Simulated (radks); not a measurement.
The numbers below are computed, except where a source is named.
Problem. These are the eigenvalues of the occupied orbitals of an atom or ion with whole-number occupations (Ry). Level of theory: scalar-relativistic Kohn-Sham, LDA (Slater exchange, Perdew-Wang correlation), spin-polarised, spherical densities, finite nucleus; Fermi nuclear charge, rms radius of each element as measured or else 0.836 A^(1/3) + 0.57 fm (a radial shooting solver on a logarithmic mesh with Libxc functionals).

orbital  eigenvalue
1s down   -1455.330
1s up     -1455.330
2s up     -206.0003
2s down   -205.9645
2p up     -184.3507
2p down   -184.3230
3s up     -35.41063
3s down   -35.38504
3p up     -28.31799
3p down   -28.29009
3d up     -16.73975
3d down   -16.70198
4s up      -5.28901
4s down    -5.10015
4p up      -3.40025
4p down    -3.19512
4d up      -0.84872

Which element is it, and in what charge state? The configuration may be excited. Open shells, if any, are filled with parallel spins first.

Solution. Z = 42, molybdenum, charge +1: Mo+ in [Kr] 4d5. The list shows which subshells hold electrons but not how many an open one holds; the 1s level, -727.67 hartree, gives Z - s = 38.1 by -(Z - s)^2/2, which with screening and relativity narrows Z to a few neighbours, and the depths of the outer levels then fix element, charge and occupations together.
